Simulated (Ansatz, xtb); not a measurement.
Two isomers of C5H6FNO

Structure a: `C#C[C@@H](F)/C(O)=N/C`, a singlet. Structure b: `C#C[C@@H](F)/C(O)=N\C`, a singlet. Both are isolated molecules in the gas phase, relaxed with r2SCAN-D4/def2-SVP; each stands in its lowest conformer found.

Quicker runs give these differences E(b) − E(a): GFN2-xTB −3.07 kcal/mol; HF/STO-3G −3.26 kcal/mol (at GFN2-xTB geometries); r2SCAN-D4/def2-SVP//GFN2-xTB −2.82 kcal/mol.

**Question.** Estimate E(b) − E(a) at the level CCSD(T)/def2-SVP + ΔMP2/def2-TZVPP.

**Answer.** CCSD(T)/def2-SVP + ΔMP2/def2-TZVPP gives E(b) − E(a) = −0.87 kcal/mol, slightly favouring structure b, which is too small a margin to settle the true order.

Level by level:

| level | geometry | E(b) − E(a) (kcal/mol) | departure from the last row (kcal/mol) | job, with rough time for the two |
| --- | --- | --- | --- | --- |
| GFN2-xTB | GFN2-xTB | −3.07 | −2.20 | optimisation, 0.27 s |
| HF/STO-3G | GFN2-xTB | −3.26 | −2.39 | single point, 0.6 s |
| r2SCAN-D4/def2-SVP//GFN2-xTB | GFN2-xTB | −2.82 | −1.95 | single point, 5.7 s |
| r2SCAN-D4/def2-SVP | r2SCAN-D4/def2-SVP | −2.59 | −1.72 | optimisation, 1.9 min |
| HF/def2-SVP | r2SCAN-D4/def2-SVP | −1.43 | −0.56 | part of the CCSD(T) run |
| MP2/def2-SVP | r2SCAN-D4/def2-SVP | −2.00 | −1.13 | part of the CCSD(T) run |
| CCSD(T)/def2-SVP | r2SCAN-D4/def2-SVP | −1.84 | −0.97 | single point |
| CCSD(T)/def2-SVP + ΔMP2/def2-TZVPP | r2SCAN-D4/def2-SVP | −0.87 |  | single point, 2.9 min |

As drawn, both hold the same kinds of bond in the same numbers.

The largest departure from CCSD(T)/def2-SVP + ΔMP2/def2-TZVPP is that of HF/STO-3G, 2.39 kcal/mol. The last row adds to CCSD(T) the change of the MP2 difference between the two basis sets, here +0.97 kcal/mol.

With thermal terms from frequencies at re-optimised GFN2-xTB minima (ideal gas, soft modes damped towards free rotors, one conformer each, 298.15 K, 1 atm): on the last row, ΔE + ΔZPE = −0.51, ΔH = −0.68, ΔG = −0.24 kcal/mol.

The correlated steps freeze 8 core orbitals. Codes used: Ansatz 0.2.0, xtb 6.7.1; the last row on 2 threads of Arm Neoverse V1 on a shared host.
